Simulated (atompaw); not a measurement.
Varying the PAW (atompaw) potential for selenium

Base potential:

atompaw 4.2.0.5 input, output lines left out:

```
Se 34
GGA-PBE scalarrelativistic loggrid 1500 logderivrange -3 5 201
4 4 3 0 0 0
4 1 4
0 0 0
c
c
c
v
c
c
v
c
2
2.00 1.75 1.60 1.80
y
-0.8
n
y
-0.1
n
y
0.2
n
custom polynom2 7 10 vanderbiltortho besselshape
3 0.5 ultrasoft
1.65
2.00
2.00
2.00
1.70
```

All-electron outer shells of the reference configuration (PBE, scalar-relativistic, ld1.x):

```tsv
shell	level (eV)	outermost node (bohr)	outermost maximum (bohr)
3p	-152.98	0.21	0.50
3d	-53.12	–	0.45
4s	-17.29	0.70	1.51
4p	-6.51	0.74	1.82
```

Cutoffs, loose and tight: the cutoffs (Ry, on a coarse ladder) from which the occupation-weighted sum of valence levels, in a spherical-Bessel basis at the reference potential, stays within 10 and 1 mRy of its value at 400 Ry. They see the waves, projectors and local potential, not the compensation charge or the core. A dash means not determined.

```tsv
change	outcome	cutoff, loose	cutoff, tight	bound ghosts
base	generated	12 Ry	18 Ry	none
augmentation sinc compensation charge, radius 1.75 bohr; PAW radius 2.00 bohr; waves and projectors: custom polynom2 7 10 vanderbiltortho	generated	12 Ry	18 Ry	none
core correction smooth core density matched at 1.02 bohr	generated	12 Ry	18 Ry	none
augmentation besselshape compensation charge, radius 1.75 bohr; PAW radius 2.00 bohr; waves and projectors: custom polynom gramschmidtortho	failed: atompaw: The overlap operator has at least one negative eigenvalue!	–	–	–
wave 4s channel at -0.8 Ry: rc 2.00 bohr becomes 4s channel at -0.8 Ry: rc 1.00 bohr	failed: atompaw: The overlap operator has at least one negative eigenvalue!	–	–	–
all radii scaled by about 1.26 (s 2.08, p 2.52, d 2.14 bohr); local potential ultrasoft scheme with l = 3 at 0.5 Ry, radius 2.00 bohr; augmentation besselshape compensation charge, radius 2.20 bohr; PAW radius 2.52 bohr; waves and projectors: custom polynom2 7 10 vanderbiltortho; core correction smooth core density matched at 2.26 bohr	failed: atompaw: The overlap operator has at least one negative eigenvalue!	–	–	–
added wave 4d channel at 3.2 Ry: rc 1.60 bohr	generated	12 Ry	18 Ry	none
added wave 4d channel at 2.4 Ry: rc 1.65 bohr	generated	12 Ry	18 Ry	none
```

Problem. What comes out with this change to the base: augmentation besselshape compensation charge, radius 1.75 bohr; PAW radius 2.00 bohr; waves and projectors: custom rrkj gramschmidtortho?

Solution. outcome: generated, no UPF (negative core plus compensation charge); cutoff, loose: 15 Ry; cutoff, tight: 21 Ry; bound ghosts: none.
